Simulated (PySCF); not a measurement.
CH6GeOSi, SMILES [CH2]1O[SiH2][GeH2]1.

The structure is a stationary point at TPSSh-D3(BJ)/def2-SVP. The structure was generated by enumeration, and PubChem lists no compound with its InChIKey, so it may never have been made.

The numbers are results of PySCF with HF/def2-TZVP, not measurements.

Gas-phase values at a fixed geometry.

Computed frontier levels, gap, dipole moment and polarisability:
The highest occupied level comes out as -10.03 eV and the lowest empty level comes out as 2.72 eV. The orbital gap is 12.75 eV and the dipole moment comes out as 1.48 D. The quadrupole, principal values (traceless, Buckingham form, about the centre of nuclear charge) comes out as -5.85, 0.92, 4.93 D·Å, the mean static polarisability comes out as 68.2 bohr³ (10.10 Å³) and the polarisability, principal values comes out as 60.5, 64.4, 79.6 bohr³.
